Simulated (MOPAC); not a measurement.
MOPAC input (PM7):

```
PM7 PRECISE GNORM=0.05 LET XYZ CHARGE=-1 GEO-OK AUX(PRECISION=9) THREADS=1
C2H7O2Si

C     1.67626600 1   -0.63161100 1   -0.54877700 1
Si    0.11817500 1   -0.06198200 1    0.00495700 1
C    -1.32441700 1   -0.61442200 1   -1.10308400 1
O    -0.37331800 1   -0.40012900 1    1.60227600 1
O    -0.04041200 1    1.65143500 1    0.09207600 1
H     2.55963700 1   -0.66228400 1    0.08399300 1
H     1.75064300 1   -1.23495200 1   -1.44980900 1
H    -1.57115000 1   -1.66597500 1   -0.93501800 1
H    -1.06698900 1   -0.49078600 1   -2.15913500 1
H    -2.21973700 1   -0.01761900 1   -0.90230900 1
H    -0.64120800 1    0.42123600 1    2.02466000 1
H     0.73309700 1    1.98387800 1   -0.37543700 1
```

Output:

```
 *******************************************************************************
 **                                                                           **
 **                              MOPAC v23.2.5                                **
 **                                                                           **
 *******************************************************************************
 ** MOPAC's Digital Object Identifier: https://doi.org/10.5281/zenodo.6511958 **
 **                                                                           **
 ** Please cite the open-source release paper for use of this MOPAC version:  **
 ** J. E. Moussa and J. J. P. Stewart (2026)                                  **
 ** MOPAC: An open-source semiempirical molecular orbital program             **
 ** J. Open Source Softw., 11(119), 8025, https://doi.org/10.21105/joss.08025 **
 *******************************************************************************

                              PM7 CALCULATION RESULTS

 *******************************************************************************
 *  PM7        - The PM7 Hamiltonian to be used
 *  GEO-OK     - OVERRIDE INTERATOMIC DISTANCE AND OTHER SAFETY CHECKS
 *
 *
 *
 *                 CHARGE ON SYSTEM = -1
 *
 *
 *
 *  LET        - OVERRIDE SOME SAFETY CHECKS
 *  PRECISE    - TIGHTER CRITERIA TO BE USED
 *  XYZ        - CARTESIAN COORDINATE SYSTEM TO BE USED
 *  GNORM      - EXIT WHEN GRADIENT NORM DROPS BELOW 0.050
 *  AUX        - OUTPUT AUXILIARY INFORMATION
 *******************************************************************************
PM7 PRECISE GNORM=0.05 LET XYZ CHARGE=-1 GEO-OK AUX(PRECISION=9) THREADS=1
 C2H7O2Si

   ATOM   CHEMICAL          X               Y               Z
  NUMBER   SYMBOL      (ANGSTROMS)     (ANGSTROMS)     (ANGSTROMS)

     1       C          1.67626600  *  -0.63161100  *  -0.54877700  *
     2      Si          0.11817500  *  -0.06198200  *   0.00495700  *
     3       C         -1.32441700  *  -0.61442200  *  -1.10308400  *
     4       O         -0.37331800  *  -0.40012900  *   1.60227600  *
     5       O         -0.04041200  *   1.65143500  *   0.09207600  *
     6       H          2.55963700  *  -0.66228400  *   0.08399300  *
     7       H          1.75064300  *  -1.23495200  *  -1.44980900  *
     8       H         -1.57115000  *  -1.66597500  *  -0.93501800  *
     9       H         -1.06698900  *  -0.49078600  *  -2.15913500  *
    10       H         -2.21973700  *  -0.01761900  *  -0.90230900  *
    11       H         -0.64120800  *   0.42123600  *   2.02466000  *
    12       H          0.73309700  *   1.98387800  *  -0.37543700  *

          CARTESIAN COORDINATES

    NO.       ATOM           X           Y           Z

     1         C          1.6763     -0.6316     -0.5488
     2        Si          0.1182     -0.0620      0.0050
     3         C         -1.3244     -0.6144     -1.1031
     4         O         -0.3733     -0.4001      1.6023
     5         O         -0.0404      1.6514      0.0921
     6         H          2.5596     -0.6623      0.0840
     7         H          1.7506     -1.2350     -1.4498
     8         H         -1.5712     -1.6660     -0.9350
     9         H         -1.0670     -0.4908     -2.1591
    10         H         -2.2197     -0.0176     -0.9023
    11         H         -0.6412      0.4212      2.0247
    12         H          0.7331      1.9839     -0.3754

 General Reference for PM7:
 "Optimization of Parameters for Semiempirical Methods VI: More Modifications to the
 NDDO Approximations and Re-optimization of Parameters", J. J. P. Stewart, J. Mol. Mod., 1:32, 19 (2013)
 https://link.springer.com/article/10.1007/s00894-012-1667-x

           Empirical Formula: C2 H7 O2 Si  =    12 atoms

      MOLECULAR POINT GROUP   :   C1

      RHF CALCULATION, NO. OF DOUBLY OCCUPIED LEVELS = 16

          Geometry optimization using EF

          DIAGONAL MATRIX USED AS START HESSIAN

 CYCLE:     1  GRAD.:   106.035 HEAT: -154.4366
 CYCLE:     2  GRAD.:   169.972 HEAT: -140.9965
 CYCLE:     3  GRAD.:   115.590 HEAT: -150.5248
 CYCLE:     4  GRAD.:    69.323 HEAT: -157.0263
 CYCLE:     5  GRAD.:    97.953 HEAT: -155.8337
 CYCLE:     6  GRAD.:    65.113 HEAT: -157.1874
 CYCLE:     7  GRAD.:    39.885 HEAT: -159.0306
 CYCLE:     8  GRAD.:    85.355 HEAT: -156.8217
 CYCLE:     9  GRAD.:    19.977 HEAT: -159.7829
 CYCLE:    10  GRAD.:    72.383 HEAT: -157.8762
 CYCLE:    11  GRAD.:    18.513 HEAT: -159.8024
 CYCLE:    12  GRAD.:    35.854 HEAT: -159.3059
 CYCLE:    13  GRAD.:    20.340 HEAT: -159.8626
 CYCLE:    14  GRAD.:    33.929 HEAT: -159.4026
 CYCLE:    15  GRAD.:    14.294 HEAT: -160.0272
 CYCLE:    16  GRAD.:    28.518 HEAT: -159.7350
 CYCLE:    17  GRAD.:    11.560 HEAT: -160.0820
 CYCLE:    18  GRAD.:    23.242 HEAT: -159.7943
 CYCLE:    19  GRAD.:     9.105 HEAT: -160.1554
 CYCLE:    20  GRAD.:    27.361 HEAT: -159.8379
 CYCLE:    21  GRAD.:     4.878 HEAT: -160.2115
 CYCLE:    22  GRAD.:    16.894 HEAT: -160.1095
 CYCLE:    23  GRAD.:     1.877 HEAT: -160.2393
 CYCLE:    24  GRAD.:     2.171 HEAT: -160.2521
 CYCLE:    25  GRAD.:     2.432 HEAT: -160.2783
 CYCLE:    26  GRAD.:     2.905 HEAT: -160.3032
 CYCLE:    27  GRAD.:     1.003 HEAT: -160.3122
 CYCLE:    28  GRAD.:     0.962 HEAT: -160.3180
 CYCLE:    29  GRAD.:     1.803 HEAT: -160.3380
 CYCLE:    30  GRAD.:     0.591 HEAT: -160.3427
 CYCLE:    31  GRAD.:     0.520 HEAT: -160.3450
 CYCLE:    32  GRAD.:     0.529 HEAT: -160.3488
 CYCLE:    33  GRAD.:     0.448 HEAT: -160.3513
 CYCLE:    34  GRAD.:     0.342 HEAT: -160.3528
 CYCLE:    35  GRAD.:     0.209 HEAT: -160.3532
 CYCLE:    36  GRAD.:     0.138 HEAT: -160.3534
 CYCLE:    37  GRAD.:     0.123 HEAT: -160.3535
 CYCLE:    38  GRAD.:     0.182 HEAT: -160.3536
 CYCLE:    39  GRAD.:     0.323 HEAT: -160.3539
 CYCLE:    40  GRAD.:     0.526 HEAT: -160.3546
 CYCLE:    41  GRAD.:     0.603 HEAT: -160.3555
 CYCLE:    42  GRAD.:     1.033 HEAT: -160.3559
 CYCLE:    43  GRAD.:     0.339 HEAT: -160.3569
 CYCLE:    44  GRAD.:     0.229 HEAT: -160.3572
 CYCLE:    45  GRAD.:     0.255 HEAT: -160.3579
 CYCLE:    46  GRAD.:     0.573 HEAT: -160.3588
 CYCLE:    47  GRAD.:     0.294 HEAT: -160.3592
 CYCLE:    48  GRAD.:     0.388 HEAT: -160.3599
 CYCLE:    49  GRAD.:     0.324 HEAT: -160.3605
 CYCLE:    50  GRAD.:     1.138 HEAT: -160.3601
 CYCLE:    51  GRAD.:     0.588 HEAT: -160.3618
 CYCLE:    52  GRAD.:     0.384 HEAT: -160.3622
 CYCLE:    53  GRAD.:     2.608 HEAT: -160.3562
 CYCLE:    54  GRAD.:     0.261 HEAT: -160.3626
 CYCLE:    55  GRAD.:     0.167 HEAT: -160.3627
 CYCLE:    56  GRAD.:     0.129 HEAT: -160.3628
 CYCLE:    57  GRAD.:     0.134 HEAT: -160.3629
 CYCLE:    58  GRAD.:     0.325 HEAT: -160.3630
 CYCLE:    59  GRAD.:     0.146 HEAT: -160.3632
 CYCLE:    60  GRAD.:     0.102 HEAT: -160.3633
 CYCLE:    61  GRAD.:     0.077 HEAT: -160.3633
 CYCLE:    62  GRAD.:     0.020 HEAT: -160.3633

     GRADIENT =  0.02031 IS LESS THAN CUTOFF =  0.05000

 -------------------------------------------------------------------------------
 PM7 PRECISE GNORM=0.05 LET XYZ CHARGE=-1 GEO-OK AUX(PRECISION=9) THREADS=1
 C2H7O2Si

     GEOMETRY OPTIMISED USING EIGENVECTOR FOLLOWING (EF).
     SCF FIELD WAS ACHIEVED

                              PM7 CALCULATION
                                                       MOPAC v23.2.5 Linux

          FINAL HEAT OF FORMATION =       -160.36331 KCAL/MOL =    -670.96010 KJ/MOL

          COSMO AREA              =        124.02 SQUARE ANGSTROMS
          COSMO VOLUME            =        113.25 CUBIC ANGSTROMS

          GRADIENT NORM           =          0.02031          =       0.00586 PER ATOM
          IONIZATION POTENTIAL    =          2.203698 EV
          HOMO LUMO ENERGIES (EV) =         -2.204  6.774
          NO. OF FILLED LEVELS    =         16
          MOLECULAR WEIGHT        =         91.1616         POINT GROUP:  C1

          MOLECULAR DIMENSIONS (Angstroms)

            Atom       Atom       Distance
            H    10    H     6     4.82864
            H     9    H    11     4.20849
            H    12    H     8     3.93674

          SCF CALCULATIONS        =         63

   ATOM   CHEMICAL          X               Y               Z
  NUMBER   SYMBOL      (ANGSTROMS)     (ANGSTROMS)     (ANGSTROMS)

     1       C          1.61606818  *  -0.68463918  *  -0.50809928  *
     2      Si          0.13791572  *  -0.06042043  *  -0.02381954  *
     3       C         -1.33205615  *  -0.60360145  *  -1.10873241  *
     4       O         -0.27078610  *  -0.37049283  *   1.56028547  *
     5       O         -0.04885683  *   1.61705691  *   0.02763981  *
     6       H          2.51916993  *  -0.52237264  *   0.05220345  *
     7       H          1.76244054  *  -1.31829022  *  -1.35948256  *
     8       H         -1.65537957  *  -1.61130692  *  -0.81794275  *
     9       H         -1.05025218  *  -0.60892323  *  -2.16849637  *
    10       H         -2.16050285  *   0.10256765  *  -0.96067441  *
    11       H         -0.78624641  *   0.23613225  *   2.07436954  *
    12       H          0.67017221  *   2.21204492  *  -0.07802401  *

                             CARTESIAN COORDINATES

   1    C        1.616068178    -0.684639178    -0.508099278
   2   Si        0.137915715    -0.060420430    -0.023819544
   3    C       -1.332056152    -0.603601448    -1.108732407
   4    O       -0.270786104    -0.370492835     1.560285474
   5    O       -0.048856832     1.617056910     0.027639810
   6    H        2.519169928    -0.522372641     0.052203446
   7    H        1.762440535    -1.318290221    -1.359482556
   8    H       -1.655379569    -1.611306916    -0.817942745
   9    H       -1.050252182    -0.608923226    -2.168496373
  10    H       -2.160502853     0.102567646    -0.960674409
  11    H       -0.786246410     0.236132249     2.074369544
  12    H        0.670172213     2.212044917    -0.078024011

           Empirical Formula: C2 H7 O2 Si  =    12 atoms

      MOLECULAR POINT GROUP   :   C1

                  EIGENVALUES
 -23.55104 -23.15402 -20.21285 -16.86415 -11.97293 -11.69862  -9.25866  -9.05010
  -8.56742  -7.94461  -7.57278  -6.99546  -6.44570  -5.98891  -5.28506  -2.20370
   6.77380   7.08255   8.31295  10.59009  10.64070  10.77392  11.45982  11.63203
  12.60371  13.33374  14.10360  31.08474  31.33019  31.83754  32.31740  32.75620

              NET ATOMIC CHARGES AND DIPOLE CONTRIBUTIONS

  ATOM NO.   TYPE          CHARGE      No. of ELECS.   s-Pop       p-Pop       d-Pop
    1          C          -0.744236        4.7442     1.02346     3.72077
    2         Si           0.449902        3.5501     0.74229     2.46778     0.34003
    3          C          -0.514178        4.5142     1.03654     3.47763
    4          O          -0.703480        6.7035     1.73317     4.97031
    5          O          -0.757856        6.7579     1.73246     5.02540
    6          H           0.118548        0.8815     0.88145
    7          H           0.116469        0.8835     0.88353
    8          H           0.129505        0.8705     0.87050
    9          H           0.129035        0.8710     0.87097
   10          H           0.130470        0.8695     0.86953
   11          H           0.318353        0.6816     0.68165
   12          H           0.327469        0.6725     0.67253
 DIPOLE           X         Y         Z       TOTAL
 POINT-CHG.    -1.781     0.729    -0.899     2.124
 HYBRID        -0.593     0.846     0.770     1.289
 SUM           -2.375     1.575    -0.129     2.852

          ATOMIC ORBITAL ELECTRON POPULATIONS

     Atom    s        px        py        pz      x^2-y^2     xz        z^2       yz        xy
    1  C   1.02346   1.08263   1.40824   1.22990
    2 Si   0.74229   0.98212   0.76584   0.71983   0.07495   0.07012   0.08017   0.05807   0.05671
    3  C   1.03654   1.18792   1.13222   1.15749
    4  O   1.73317   1.76345   1.65301   1.55385
    5  O   1.73246   1.59291   1.50844   1.92405
    6  H   0.88145
    7  H   0.88353
    8  H   0.87050
    9  H   0.87097
   10  H   0.86953
   11  H   0.68165
   12  H   0.67253

 **********************
 *                    *
 * JOB ENDED NORMALLY *
 *                    *
 **********************

 == MOPAC DONE ==
```

The dipole moment of an ion depends on the origin.

The geometry given is a B3LYP-D3(BJ)/def2-TZVP minimum.
